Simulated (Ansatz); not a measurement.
Geometry optimisation, RKS PBE0/def2-SVP (Ansatz 0.2.0).

input.yaml

```yaml
crystal:
  periodic: [false, false, false]
  atoms:
    - { symbol: C, position_ang: [-1.1086, 0.9219, -1.0882] }
    - { symbol: S, position_ang: [-0.8583, -0.8215, -1.2802] }
    - { symbol: Si, position_ang: [0.9453, -0.7959, -0.1617] }
    - { symbol: B, position_ang: [0.6698, -0.4499, 1.7207] }
    - { symbol: Cl, position_ang: [-0.5198, -1.6009, 2.6348] }
    - { symbol: H, position_ang: [-2.0883, 1.2457, -1.6437] }
    - { symbol: H, position_ang: [-1.2568, 1.2328, -0.0254] }
    - { symbol: H, position_ang: [-0.2775, 1.5627, -1.5425] }
    - { symbol: H, position_ang: [1.8771, 0.2646, -0.6245] }
    - { symbol: H, position_ang: [1.6392, -2.1045, -0.2483] }
    - { symbol: H, position_ang: [1.0434, 0.4881, 2.2796] }
basis:
  gaussian: { orbitals: def2-SVP }
hamiltonian:
  xc: pbe0
relax:
  f_tol: 0.015
  max_steps: 40
```

Run as:

```bash
$ ansatz run input.yaml --threads 2 --pin off --max-ram 3072MiB --backend cpu --events-out ev --progress --plain --runs-dir out
```

Question: Where does it end, and by what steps?

Answer: The run converged. After 7 steps the energy has fallen by 0.567 eV; H7 moved furthest, 0.27 Å.

| step | energy less start (eV) | largest force component (eV/Å) | accepted |
| --- | --- | --- | --- |
| 0 | 0.0000 | 2.704 | yes |
| 1 | -0.4107 | 1.488 | yes |
| 2 | -0.5346 | 0.684 | yes |
| 3 | -0.5504 | 0.490 | yes |
| 4 | -0.5606 | 0.150 | yes |
| 5 | -0.5111 | 0.517 | no |
| 6 | -0.5671 | 0.075 | yes |
| 7 | -0.5674 | 0.014 | yes |

```xyz
11
Properties=species:S:1:pos:R:3
C -1.213 1.005 -1.124
S -0.759 -0.751 -1.300
Si 1.055 -0.816 -0.143
B 0.667 -0.459 1.816
Cl -0.460 -1.501 2.646
H -2.071 1.173 -1.789
H -1.518 1.249 -0.096
H -0.394 1.669 -1.437
H 2.060 0.146 -0.702
H 1.559 -2.212 -0.320
H 1.139 0.440 2.469
```

Time of the run: 35 s on 2 threads of Arm Neoverse V1 (shared host), peak memory 0.26 GiB.
